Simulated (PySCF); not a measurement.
PBr⁺: input and log

State: ²Π (doublet), unpaired electrons π ↑.

An equivalent input (the run itself took its basis sets from the Basis Set Exchange, started from a PBE0 density and held the occupation σ 12α 12β, πx 5α 5β, πy 6α 5β, δx 1α 1β, δy 1α 1β):

```python
from pyscf import gto, dft
mol = gto.M(atom='P 0 0 0; Br 0 0 2.06', basis={'P': 'def2-TZVPPD', 'Br': 'def2-TZVPPD'},
            charge=1, spin=1, verbose=4, symmetry='C2v')
mf = dft.UKS(mol, xc='LC_WPBE')
mf.grids.atom_grid = (80, 434)
mf.grids.prune = dft.gen_grid.treutler_prune
mf.irrep_nelec = {'A1': (13, 13), 'A2': (1, 1), 'B1': (5, 5), 'B2': (6, 5)}
mf.conv_tol = 1e-9
mf.max_cycle = 60
mf.diis_space = 10
mf.kernel()
```

The log (some set-up lines and the per-cycle HOMO/LUMO lines removed):

```
******** <class 'pyscf.dft.uks_symm.SymAdaptedUKS'> ********
method = SymAdaptedUKS
damping factor = 0
level_shift factor = 0
DIIS = <class 'pyscf.scf.diis.CDIIS'>
diis_start_cycle = 1
diis_space = 10
diis_damp = 0
SCF conv_tol = 1e-09
SCF conv_tol_grad = None
SCF max_cycles = 60
number electrons alpha = 25  beta = 24
Set gradient conv threshold to 3.16228e-05
init E= -2914.67260234804
cycle= 1 E= -2914.67532754792  delta_E= -0.00273  |g|= 0.0408  |ddm|= 0.0872
cycle= 2 E= -2914.67560313912  delta_E= -0.000276  |g|= 0.0235  |ddm|= 0.0396
cycle= 3 E= -2914.67568239859  delta_E= -7.93e-05  |g|= 0.00272  |ddm|= 0.0107
cycle= 4 E= -2914.67569698718  delta_E= -1.46e-05  |g|= 0.00141  |ddm|= 0.00669
cycle= 5 E= -2914.67569952711  delta_E= -2.54e-06  |g|= 0.000493  |ddm|= 0.00235
cycle= 6 E= -2914.67570008829  delta_E= -5.61e-07  |g|= 0.000253  |ddm|= 0.00119
cycle= 7 E= -2914.6757002076  delta_E= -1.19e-07  |g|= 8.13e-05  |ddm|= 0.000592
cycle= 8 E= -2914.67570023473  delta_E= -2.71e-08  |g|= 4.47e-05  |ddm|= 0.000244
cycle= 9 E= -2914.67570021604  delta_E= 1.87e-08  |g|= 2.69e-05  |ddm|= 0.000197
cycle= 10 E= -2914.67570022177  delta_E= -5.73e-09  |g|= 1.54e-05  |ddm|= 0.00015
cycle= 11 E= -2914.67570025594  delta_E= -3.42e-08  |g|= 7.73e-06  |ddm|= 0.00011
cycle= 12 E= -2914.67570025648  delta_E= -5.41e-10  |g|= 2.87e-06  |ddm|= 6.34e-05
Extra cycle  E= -2914.67570025651  delta_E= -2.91e-11  |g|= 2.05e-06  |ddm|= 5.48e-06
converged SCF energy = -2914.67570025651  <S^2> = 0.76046893  2S+1 = 2.0104417
```

Repeating this along the bond gives Re = 2.030 Å and ωe = 588 cm⁻¹.

A point of this curve took 6.6 CPU seconds beside 0.81 for the integrals, on Intel Xeon Platinum 8488C (shared host).

Spin–orbit coupling is left out. The state was picked by a PBE0 search and need not be the measured ground state.
